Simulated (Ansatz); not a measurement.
Isolated molecules relaxed with PBE0-D4/def2-TZVP in Ansatz; ΔE leaves out vibrations. CCSD(T)/CBS is the MP2 limit (def2-TZVPP, def2-QZVPP) plus CCSD(T) − MP2 in def2-TZVPP, frozen cores. This one scheme is used for every species. Functionals use def2-TZVPP. One conformer a species, not always the lowest.

`[AlH2][SiH2][SiH3]` + `F[SiH2]N[SiH3]` → `F[SiH2][NH][AlH2]` + `[SiH3][SiH2][SiH3]`  (redistribution)

```tsv
level	ΔE (kcal/mol)	difference from CCSD(T)/CBS
PBE-D4	-12.3	-0.3
r2SCAN-D4	-12.8	-0.8
PBE0-D4	-11.8	0.2
r2SCANh-D4	-12.6	-0.6
PBE0	-11.7	0.3
r2SCANh	-12.6	-0.6
r2SCAN0	-12.2	-0.2
CAM-B3LYP	-12.3	-0.3
HF/def2-SVP	-11.4	0.6
CCSD(T)/def2-SVP	-13.4	-1.4
CCSD(T)/CBS	-12.0	0
```

Largest T1 diagnostic among the species: 0.013.

From BLYP to BHLYP (50 % exact exchange), in def2-TZVPP and without D4, ΔE moves by +1.1 kcal/mol. Leaving LDA and LC-ωPBE aside and taking each functional with its dispersion term where it has one, the values, not all of them listed here, spread over 1.4 kcal/mol, from B97M-V to PBE-QIDH.
